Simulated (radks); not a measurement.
The numbers below are computed, except where a source is named.
Question: Species: Cd4+. Configuration: [Kr] 4d8 (the NIST ground configuration). Level of theory: scalar-relativistic Kohn-Sham, BLYP, spin-polarised, spherical densities, point nucleus; open shells are filled with parallel spins first (spin-orbit coupling, left out, can overturn this in heavy ions) (a radial shooting solver on a logarithmic mesh with Libxc functionals). Some entries of the table are withheld. Estimate them.

| orbital | occ. | eigenvalue (hartree) | <r> (bohr) |
|---|---|---|---|
| 1s up | 1 | -976.9966 | 0.03040 |
| 1s down | 1 | -976.9966 | 0.03040 |
| 2s up | 1 | -146.7895 | 0.1317 |
| 2s down | 1 | -146.7722 | 0.1316 |
| 2p up | 3 | -131.9323 | 0.1149 |
| 2p down | 3 | -131.9190 | 0.1148 |
| 3s up | 1 | -28.99179 | 0.3584 |
| 3s down | 1 | -28.98314 | 0.3583 |
| 3p up | 3 | -24.12070 | 0.3571 |
| 3p down | 3 | -24.11084 | 0.3571 |
| 3d up | 5 | -16.49789 | 0.3346 |
| 3d down | 5 | -16.48256 | 0.3346 |
| 4s up | 1 | -5.88374 | (1) |
| 4s down | 1 | -5.81924 | (2) |
| 4p up | 3 | -4.43318 | 0.9429 |
| 4p down | 3 | -4.36761 | 0.9430 |
| 4d up | 5 | -2.32058 | (3) |
| 4d down | 3 | -2.25820 | (4) |

Answer: 
(1) 4s up <r> (bohr): 0.8708
(2) 4s down <r> (bohr): 0.8703
(3) 4d up <r> (bohr): 1.152
(4) 4d down <r> (bohr): 1.158
